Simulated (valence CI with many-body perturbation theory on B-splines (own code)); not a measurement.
# Sc: calculation against measured levels

Calculated by configuration interaction combined with many-body perturbation theory (CI+MBPT): three valence electrons over a frozen Dirac-Fock core [Ar], radial functions for each j: 7 s, 7 p, 8 d, 6 f, 4 g, 1 h, with the one-electron correlation potential Σ1, the two-electron term Σ2, the three-electron term Σ3, Breit, model QED; selected CI, second order for the rest, scaled by the run's own slope (own B-spline code, finite nucleus).

Against 36 measured levels this calculation errs by 313 cm⁻¹ on average and by 843 at most. These come from a selection out of the NIST Handbook of Basic Atomic Spectroscopic Data. Levels without a partner in it may be off by more, other configurations by 1,000 to 4,000 cm⁻¹.

Measured levels: NIST Handbook of Basic Atomic Spectroscopic Data (Sansonetti and Martin, J. Phys. Chem. Ref. Data 34, 1559 (2005)). Pairs share parity and J, and are chosen by configuration, term and nearness in energy; levels without a clear partner are left out. Energies in cm⁻¹ above the measured ground level.

Names give the largest LS component (configuration and term), which can be under half, so a name can repeat, a term be missing and a line seem to break the LS rules; names also repeat where a configuration has a term twice. Letters in brackets count levels of one name in rising energy.

```csv
Computed label,Label in the source,Measured,Computed,Difference
3d.4s2 2D_3/2,3d 4s2 2D,0,0.0,0
3d.4s2 2D_5/2,3d 4s2 2D,168.3,168.8,0
3d2.4s 4F_3/2,3d2(3F) 4s 4F,11520.0,10962.6,-557
3d2.4s 4F_5/2,3d2(3F) 4s 4F,11557.7,11000.2,-557
3d2.4s 4F_7/2,3d2(3F) 4s 4F,11610.3,11052.6,-558
3d2.4s 4F_9/2,3d2(3F) 4s 4F,11677.4,11119.6,-558
3d2.4s 2F_5/2,3d2(3F) 4s 2F,14926.1,14403.0,-523
3d2.4s 2F_7/2,3d2(3F) 4s 2F,15041.9,14519.1,-523
3d.4s.4p 4F°_3/2,3d 4s(3D) 4p 4F°,15672.6,15474.4,-198
3d.4s.4p 4F°_5/2,3d 4s(3D) 4p 4F°,15756.6,15558.1,-199
3d.4s.4p 4F°_7/2,3d 4s(3D) 4p 4F°,15881.8,15684.8,-197
3d.4s.4p 4D°_1/2,3d 4s(3D) 4p 4D°,16009.8,15759.5,-250
3d.4s.4p 4D°_3/2,3d 4s(3D) 4p 4D°,16021.8,15780.9,-241
3d.4s.4p 2D°_5/2 [a],3d 4s(1D) 4p 2D°,16022.7,15794.4,-228
3d.4s.4p 4F°_9/2,3d 4s(3D) 4p 4F°,16026.6,15829.2,-197
3d.4s.4p 2D°_3/2 [a],3d 4s(1D) 4p 2D°,16096.9,15865.1,-232
3d.4s.4p 4D°_5/2,3d 4s(3D) 4p 4D°,16141.1,15896.9,-244
3d.4s.4p 4D°_7/2,3d 4s(3D) 4p 4D°,16210.9,15961.5,-249
3d.4s.4p 4P°_1/2,3d 4s(3D) 4p 4P°,18504.1,18362.3,-142
3d.4s.4p 4P°_3/2,3d 4s(3D) 4p 4P°,18515.7,18376.3,-139
3d.4s.4p 4P°_5/2,3d 4s(3D) 4p 4P°,18571.4,18426.0,-145
3d.4s.4p 2P°_1/2 [a],4s2 4p 2P°,18711.0,18783.8,+73
3d.4s.4p 2P°_3/2 [a],4s2 4p 2P°,18855.7,18919.1,+63
3d.4s.4p 2F°_5/2 [a],3d 4s(1D) 4p 2F°,21032.8,20831.5,-201
3d.4s.4p 2F°_7/2 [a],3d 4s(1D) 4p 2F°,21085.8,20883.9,-202
3d.4s.4p 2P°_1/2 [b],3d 4s(1D) 4p 2P°,24656.7,24645.8,-11
3d.4s.4p 2P°_3/2 [b],3d 4s(1D) 4p 2P°,24656.9,24656.0,-1
3d.4s.4p 2D°_3/2 [b],3d 4s(3D) 4p 2D°,24866.2,24564.0,-302
3d.4s.4p 2D°_5/2 [b],3d 4s(3D) 4p 2D°,25014.2,24711.7,-302
3d.4s.4p 2F°_5/2 [b],3d 4s(3D) 4p 2F°,25584.6,25299.8,-285
3d.4s.4p 2F°_7/2 [b],3d 4s(3D) 4p 2F°,25724.7,25436.9,-288
3d2.4p 4G°_5/2,3d2(3F) 4p 4G°,29022.8,28182.8,-840
3d2.4p 4G°_7/2,3d2(3F) 4p 4G°,29096.2,28255.3,-841
3d2.4p 4G°_9/2,3d2(3F) 4p 4G°,29189.8,28347.9,-842
3d2.4p 4G°_11/2,3d2(3F) 4p 4G°,29303.5,28460.4,-843
3d.4s.4p 2P°_1/2 [c],3d 4s(3D) 4p 2P°,30573.2,30683.9,+111
3d.4s.4p 2P°_3/2 [c],3d 4s(3D) 4p 2P°,30706.7,30817.5,+111
```

Over 36 excited levels the mean absolute difference is 313 cm⁻¹, the median 236 and the largest 843. The comparison draws on a selection of the measured levels: 37 of the 183 computed ones have a partner in it, and others may be off by more.

Rates against NIST Handbook of Basic Atomic Spectroscopic Data (Sansonetti and Martin, J. Phys. Chem. Ref. Data 34, 1559 (2005)):

```tsv
λ vac, measured (nm)	Upper	Lower	A computed (s⁻¹)	A tabulated (s⁻¹)
327.08	3d.4s.4p 2P°_1/2 [c]	3d.4s2 2D_3/2	3.04e+08	3.13e+08
327.46	3d.4s.4p 2P°_3/2 [c]	3d.4s2 2D_5/2	2.74e+08	2.81e+08
390.86	3d.4s.4p 2F°_5/2 [b]	3d.4s2 2D_3/2	1.53e+08	1.66e+08
391.29	3d.4s.4p 2F°_7/2 [b]	3d.4s2 2D_5/2	1.66e+08	1.79e+08
393.45	3d.4s.4p 2F°_5/2 [b]	3d.4s2 2D_5/2	1.38e+07	1.62e+07
399.77	3d.4s.4p 2D°_5/2 [b]	3d.4s2 2D_3/2	1.51e+07	1.65e+07
402.15	3d.4s.4p 2D°_3/2 [b]	3d.4s2 2D_3/2	1.56e+08	1.63e+08
402.48	3d.4s.4p 2D°_5/2 [b]	3d.4s2 2D_5/2	1.60e+08	1.65e+08
```
